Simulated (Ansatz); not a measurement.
Frontier orbitals of `[CH3][Mo](=[NH])(=[NH])[NH2]`.

| atom | x (Å) | y (Å) | z (Å) |
| --- | --- | --- | --- |
| C1 | 0.803 | -1.468 | 0.549 |
| Mo2 | -0.281 | 0.270 | 0.002 |
| N3 | -0.313 | 1.236 | 1.438 |
| N4 | -1.823 | -0.320 | -0.516 |
| N5 | 0.644 | 1.181 | -1.438 |
| H6 | 1.803 | -1.178 | 0.879 |
| H7 | 0.303 | -2.001 | 1.359 |
| H8 | 0.878 | -2.130 | -0.317 |
| H9 | -0.766 | 1.712 | 2.206 |
| H10 | -2.828 | -0.413 | -0.463 |
| H11 | 1.220 | 1.997 | -1.294 |
| H12 | 0.362 | 1.112 | -2.405 |

Charge 0, multiplicity 1. Correlated methods include outer-core shells of Mo, which these sets cover unevenly. Mo takes the def2 core potential. All single points use the PBE0-D4/def2-TZVP geometry. It is one conformer, not always the lowest. Basis def2-TZVPP, Ansatz 0.2.0.

Orbital energies of one run (eV). Highest occupied ones, from the top: -9.69, -9.88, -10.03, -10.97, -11.22, -11.52, -13.44, -13.53, -14.14, -14.81, -15.56, -16.39, -21.30, -24.15. Empty: 0.91, 1.28, 1.40, 1.63, 1.84, 1.87.

Task: Which functional gave them?
A. ωB97M-V
B. r2SCAN0
C. BHLYP
D. B97M-V

Result: A. HOMO energies: ωB97M-V -9.69, B97M-V -6.43, BHLYP -8.52, r2SCAN0 -7.57 eV.
